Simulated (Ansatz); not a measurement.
Geometry optimisation, Ansatz, RKS B3LYP-D4/6-31G*.

input.yaml

```yaml
crystal:
  periodic: [false, false, false]
  atoms:
    - { symbol: Al, position_ang: [0.0, 0.0, 0.0] }
    - { symbol: O, position_ang: [0.0, 0.0, 2.13] }
    - { symbol: H, position_ang: [-0.9095, -0.2814, 2.4671] }
    - { symbol: H, position_ang: [1.351, 0.0, -0.78] }
    - { symbol: Cl, position_ang: [-1.9312, 0.0, -1.115] }
    - { symbol: S, position_ang: [0.1147, 2.4267, 0.8072] }
    - { symbol: H, position_ang: [0.6673, 2.4659, 2.093] }
    - { symbol: H, position_ang: [0.0596, 1.2609, 1.9536] }
basis:
  gaussian: { orbitals: "6-31G*" }
hamiltonian:
  xc: b3lyp
  dispersion: d4
relax:
  f_tol: 0.15
  max_steps: 25
  restrain:
    - { distance: [0, 5], at: 2.26, k: 30.0 }
    - { distance: [7, 1], at: 1.01, k: 30.0 }
    - { distance: [0, 1], at: 2.98, k: 30.0 }
    - { distance: [7, 5], at: 2.6, k: 30.0 }
output:
  orbitals: {}
```

Launched with:

```bash
$ ansatz run input.yaml --threads 1 --pin off --max-ram 2048MiB --backend cpu --events-out ev --progress --plain --runs-dir out
```

Question: Where does it end, and by what steps?

Answer: The forces met the threshold. The restraints hold the end off the free minimum. After 11 steps the energy has fallen by 1.822 eV (the restraints' own energy left out); H7 moved furthest, 1.24 Å. Parted: Al1–O2 (2.13 → 2.96 Å). Joined: O2–H8 (1.27 → 0.99 Å).

```tsv
step	energy less start (eV)	largest force component (eV/Å)	accepted
0	0.0000	2.625	yes
1	-0.3365	3.253	yes
2	-0.6120	2.753	yes
3	-0.9355	2.555	yes
4	-1.3962	1.210	yes
5	-1.5614	1.272	yes
6	-1.6591	0.992	yes
7	-1.7529	0.822	yes
8	-1.7981	0.755	yes
9	-1.8165	0.722	yes
10	-1.8068	0.919	no
11	-1.8219	0.785	yes
```

```xyz
8
Properties=species:S:1:pos:R:3
Al 0.074 0.666 -0.306
O -0.188 -0.214 2.509
H -1.059 -0.605 2.687
H 1.438 0.001 -0.703
Cl -1.778 -0.059 -1.024
S -0.070 2.627 0.781
H 1.262 2.694 1.030
H -0.327 0.764 2.582
```

Time of the run: 27 s on 1 thread of Intel(R) Xeon(R) 6975P-C (Granite Rapids), with other jobs on the host, peak memory 0.18 GiB.
